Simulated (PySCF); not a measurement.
# Polarisability and C₆ of H (hydrogen, neutral)

1s1, 2S determinant. All numbers are calculated (PySCF 2.14, the non-relativistic Hamiltonian (point nucleus), in dyall-av3z). Coupled (time-dependent) response in atomic units; α is the mean over directions.

```
method  mean α (bohr³)  C₆ (like pair)  S(−4)
   UHF           4.486           6.464  26.23
```

S(−4) is the Cauchy moment in α(ω) = α(0) + S(−4) ω² + …

Reference α: 4.507 bohr³ (recommended; Schwerdtfeger and Nagle, table of static dipole polarizabilities (2023 update)). Published C₆: 6.499 (Chu and Dalgarno (2004); Tang, Norbeck and Certain (1976)).

α(iu) at UHF:

```csv
u (hartree),α(iu) (bohr³)
0,4.486
0.0500,4.421
0.100,4.239
0.200,3.646
0.300,2.970
0.500,1.897
0.750,1.141
1.00,0.7431
1.50,0.3781
2.00,0.2255
3.00,0.1054
5.00,0.03914
```

For a non-relativistic one-electron ion the exact value is 9/(2Z⁴) = 4.500 bohr³; Hartree-Fock is exact here up to the basis.
